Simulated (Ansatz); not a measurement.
Job for Ansatz (a quantum-chemistry and plane-wave program): R-r2SCAN/def2-TZVPP on CH2O2 (SMILES O=CO).

Ansatz 0.2 input:
```yaml
crystal:
  periodic: [false, false, false]
  atoms:
    - {symbol: O, position_ang: [0.78726698, -0.57175807, -0.05111928]}
    - {symbol: C, position_ang: [-0.42227491, 0.00998013, 0.01802311]}
    - {symbol: O, position_ang: [-0.61824483, 1.18965085, 0.06347539]}
    - {symbol: H, position_ang: [1.45504615, 0.13441146, -0.05686922]}
    - {symbol: H, position_ang: [-1.20189339, -0.76228438, 0.02639000]}
basis:
  gaussian:
    orbitals: def2-TZVPP
hamiltonian:
  xc: {name: r2SCAN}
scf: {lower_state_search: off}
```

It printed:

```
WARN ansatz: RAYON_NUM_THREADS=1 ignored (pool sized by the plan → 1); use --threads N
Functional definition: r2SCAN
these checks for a lower state are left out or cut short: stability, starts, cluster_reference, orbital_swaps, neighbouring_geometries, increment
integrals: 0.03 GiB planned
600 factors; their error is unknown
mean field: 0.30 GiB planned
mean field evaluation 1: about -5158.3562 eV, gradient 5.7e1 eV
mean field evaluation 2: about -5148.4507 eV, gradient 9.3e1 eV
mean field evaluation 4: about -5163.3616 eV, gradient 6.8e0 eV
mean field evaluation 8: about -5163.4257 eV, gradient 4.2e-1 eV
mean field evaluation 16: about -5163.4259 eV, gradient 6.2e-6 eV
mean field -5163.42592561 eV, -189.7524028706 hartree, gradient 7.9e-6 eV, S^2 0.000000; 0 other end points of the search recorded, 0 dependent functions left out
reference -5163.42593272 eV, -189.7524031317 hartree; 12, 12 occupied and 109, 109 virtual orbitals, 600 factors
Total energy: -5163.42593272 eV, -189.7524031317 hartree
Checks for a lower state left out: stability, starts, cluster_reference, orbital_swaps, neighbouring_geometries, increment
```

Self-consistency was reached.

Cost: about 0.8 core-seconds (a rough figure).
